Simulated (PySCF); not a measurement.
**Magnetic susceptibility: SMILES C1C(CC)C[As]1[SiH3], C5H13AsSi**

Geometry (Å), atoms numbered from 1 in this order:
```xyz
20

C    -2.6182    0.2093   -0.5771
C    -1.7206   -0.6302    0.3244
C    -0.2465   -0.2785    0.1500
C     0.7200   -1.0906    1.0229
As    1.8995    0.4936    1.3195
Si    3.0593    0.3869   -0.7059
C     0.1507    1.1347    0.5997
H    -3.6633   -0.0510   -0.4257
H    -2.4938    1.2678   -0.3598
H    -2.3707    0.0439   -1.6239
H    -1.8637   -1.6907    0.0966
H    -2.0057   -0.4741    1.3692
H     0.0168   -0.4128   -0.9042
H     1.1427   -1.9762    0.5456
H     0.2429   -1.3957    1.9577
H     2.2786   -0.0268   -1.8822
H     3.6352    1.6982   -1.0329
H     4.1683   -0.5702   -0.5932
H    -0.4942    1.4828    1.4110
H     0.1576    1.8903   -0.1875
```

Method used: GIAO HF/pcSseg-1 magnetisability, rotational g tensor and spin-rotation constants, non-relativistic, gas phase (PySCF). Geometry: GFN2-xTB.

The calculation is non-relativistic, which matters for the atoms heavier than Zn.

(1) What are the magnetisability and the molar susceptibility?

(2) Split it along the inertial axes a, b, c into diamagnetic and paramagnetic parts about the centre of mass, with the quadrupole moment.

(3) And the rotational g tensor?

Answers

(1) Isotropic -1744 × 10⁻³⁰ J/T², or -105.0 × 10⁻⁶ cm³/mol; principal values -1876, -1824, -1531 × 10⁻³⁰ J/T², anisotropy 323 × 10⁻³⁰ J/T² (root of half the summed squared differences of the principal values). The susceptibility is in cgs units.

(2) 
```tsv
axis	χ (10⁻⁶ cm³/mol)	diamagnetic (10⁻⁶ cm³/mol)	paramagnetic (10⁻⁶ cm³/mol)	summed x² of all electrons (Å²)	quadrupole Θ (D Å)
a	-108.6	-601.0	492.5	329.6	-1.09
b	-95.4	-1628.8	1533.4	87.4	-1.67
c	-111.0	-1769.2	1658.2	54.3	+2.77
```
Anisotropies 2χaa − χbb − χcc = -10.7 and 2χbb − χaa − χcc = +28.8 × 10⁻⁶ cm³/mol. Θ is traceless in Buckingham's convention.

(3) 
| axis | rotational constant (GHz) | g | nuclear part | electronic part |
| --- | --- | --- | --- | --- |
| a | 2.6876 | -0.0160 | 0.6058 | -0.6218 |
| b | 0.8242 | -0.0099 | 0.5839 | -0.5937 |
| c | 0.7435 | -0.0044 | 0.5748 | -0.5792 |

Asymmetric top; isotopes 75As, 12C, 1H, 28Si; no vibrational averaging.
